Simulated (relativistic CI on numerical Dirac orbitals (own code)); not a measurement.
## Eu29+: q coefficients and field-shift factors

Computed by Dirac-Coulomb-Breit CI, KLI orbitals optimised for each configuration, derivatives by finite differences, unscaled Slater integrals, QED left out (own radial code, finite nucleus).

CI space (outside the closed core [Ar] 3d10): 4s²4p⁴, 4s4p⁵, 4s²4p³4d, 4p⁶, 4s4p⁴4d, 4s²4p³4f. Double excitations out of closed p, d and f shells are left out; levels of such configurations are missing from the list, as are those of other unlisted configurations, and high levels can miss mixing partners.

With x = (α/α₀)² − 1 an excitation energy changes as ω = ω₀ + qx; K = 2q/ω₀ is the relative enhancement. Terms are leading LS components, so labels can repeat. The field-shift factor is F = δν/δ⟨r²⟩ for the transition from the lowest level.

Lowest level 4s²4p⁴ ³P2.

```
        Level  ω₀ (cm⁻¹)  q (cm⁻¹)       K  F (GHz/fm²)
   4s²4p⁴ ¹S0      62859      6387   0.203        -1.45
   4s²4p⁴ ³P1     299851    356900    2.38        -24.4
   4s²4p⁴ ¹D2     330651    355400    2.15        -24.2
   4s²4p⁴ ³P0     659007    709100    2.15        -52.4
   4s4p⁵ ³P°2     875675    350200     0.8         -458
   4s4p⁵ ³P°1     914731    199700   0.437         -233
4s²4p³4d ³F°2     942394     48900   0.104        -16.9
4s²4p³4d ³P°0     954112     38030  0.0797         6.34
4s²4p³4d ³F°3     956784     39210   0.082         7.68
4s²4p³4d ³F°4    1010970     98050   0.194         8.48
4s²4p³4d ⁵D°1    1017697    257700   0.507         -249
4s²4p³4d ³D°2    1060471    166400   0.314        -57.3
4s²4p³4d ³G°3    1095864    125500   0.229         5.41
```

At this charge energies of transitions that change n are usually good to better than 1 %, and those within a shell (Δn = 0) to a few per cent.
